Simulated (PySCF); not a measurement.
## Simulated characterisation data

PySCF calculation with GFN2-xTB geometry and shielding tensors at PBE0/pcSseg-1 (GIAO); averaged over atoms made equivalent by symmetry, fast rotation or ring inversion, one conformer, no solvent model, non-relativistic Hamiltonian.

Chemical shifts δ = σref − σ; ¹H, ¹³C vs TMS, all at this level. Splittings of carbon signals by F and P are missing where no couplings were computed. Where no couplings were computed, multiplicities follow the n + 1 count of equivalent neighbours, and m marks all less simple cases (inequivalent or close neighbours, rings, F or P nearby). Shifts are as computed. Against solution values, carbons near 30 ppm lie about +3 ppm off and those near 130 ppm about +5 ppm; carbons on Cl a further +6 ppm (rms about the fit 2.1 ppm; single classes can miss by 10 ppm). Of 1328 compounds with measured shifts, 309 miss one by over three times the rms of a fit or turn the order of signals round; such compounds aren't used in these exercises. Signals without a measured value on file couldn't be tested in this way; 1H shifts scatter by 0.2 ppm about their fit, and single ones miss by 0.5 ppm. Carbons bonded to Cl come out too deshielded.

Compound 1 (C5H8FN). ¹H NMR (400 MHz, computed): δ 5.76 (m, 1H), 3.75 (s, 3H), 2.85 (m, 1H), 2.57 (m, 1H), 2.30 (m, 1H), 2.18 (m, 1H). ¹³C{¹H} NMR (computed): δ 170.2 (C), 93.8 (CH), 43.9 (CH3), 31.6 (CH2), 24.8 (CH2). Structure: SMILES C/N=C1/CC[C@@H]1F.

Compound 2 (C5H4ClNO). ¹H NMR (400 MHz, computed): δ 8.47 (d, 1H), 7.60 (d, 1H), 7.26 (m, 1H), 6.96 (m, 1H). ¹³C{¹H} NMR (computed): δ 154.0, 145.2, 133.3, 130.0, 124.3. Structure: 2-chloropyridine-N-oxide (C1=CC=[N+]([O-])C(Cl)=C1).

Compound 3 (C8H12). ¹H NMR (400 MHz, computed): δ 6.52 (m, 1H), 5.49 (m, 1H), 5.33 (m, 1H), 5.31 (m, 1H), 2.31 (m, 2H), 1.83 (m, 3H), 1.20 (t, 3H). ¹³C{¹H} NMR (computed): δ 222.1 (C), 142.5 (CH), 116.8 (CH2), 112.5 (C), 90.8 (CH), 27.4 (CH2), 18.5 (CH3), 17.3 (CH3). Structure: SMILES CCC(C=C)=C=CC.
